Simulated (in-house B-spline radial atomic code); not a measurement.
The numbers below are computed, except where a source is named.
## Zn ion on Sb atom: potential, deflection and energy transfer

The pair potential comes from two frozen, spherical free-atom densities (PBE, B-spline radial code, scalar-relativistic past argon): electrostatics plus the change in Thomas-Fermi kinetic and Dirac exchange energy where they overlap, the recipe behind the universal ZBL potential, which averages such potentials (from solid-state densities) over many pairs. It is written V = (Z1 Z2 e²/r) φ(r/a), with e² = 14.3996 eV·Å and a = 0.46850 Å/(Z1^0.23 + Z2^0.23); ZBL's fit is φ = 0.18175 e^(−3.1998x) + 0.50986 e^(−0.94229x) + 0.28022 e^(−0.4029x) + 0.02817 e^(−0.20162x). Where φ falls below 4e-4 it is continued as an exponential.

Masses 65.38 and 121.76 u.

```json
{"x = r/a": "0.1", "φ, this pair": "0.888", "φ, ZBL": "0.8928"}
{"x = r/a": "0.5", "φ, this pair": "0.6136", "φ, ZBL": "0.6096"}
{"x = r/a": "1.5", "φ, this pair": "0.3032", "φ, ZBL": "0.2995"}
{"x = r/a": "3", "φ, this pair": "0.1331", "φ, ZBL": "0.1292"}
{"x = r/a": "5", "φ, this pair": "0.05329", "φ, ZBL": "0.05224"}
{"x = r/a": "8", "φ, this pair": "0.0171", "φ, ZBL": "0.01705"}
{"x = r/a": "12", "φ, this pair": "0.004632", "φ, ZBL": "0.00474"}
{"x = r/a": "17", "φ, this pair": "0.001234", "φ, ZBL": "0.001212"}
```

(1) At x = 6.5 the electrostatic, kinetic and exchange parts are -306.56, 1407.49 and -116.18 eV. Find r, V and φ.

(2) The ion comes in at 336.6 keV with impact parameter 0.2012 Å. The scattering integral gives a centre-of-mass angle of 9.991° and a closest approach of 2.109 a. What are the reduced energy, the energy passed on and the laboratory angles?

Answers

(1) a = 0.46850/(2.1864 + 2.4703) = 0.10061 Å, so r = 0.65395 Å. V = -306.56 + 1407.49 + (-116.18) = 984.75 eV. The bare repulsion is 30 × 51 × 14.3996/0.65395 = 33690 eV, so φ = 0.0292, +0.3 % against ZBL's 0.0291. The kinetic (Pauli) term is 143 % of V here, as the other two terms together attract.

(2) ε = E a M2/(Z1 Z2 e² (M1 + M2)) = 336600 × 2.9712e-06 = 1. The most that one collision can pass on is γE with γ = 4 M1 M2/(M1 + M2)² = 0.9092. Here T = γE sin²(θ/2) = 0.9092 × 336600 × 0.007583 = 2320 eV. The ion turns by arctan(sin θ/(cos θ + M1/M2)) = 6.5°, and the struck atom leaves at (180° − θ)/2 = 85.0°. The closest approach is 0.212 Å. With ZBL the angle would be 9.88° and T = 2268 eV.
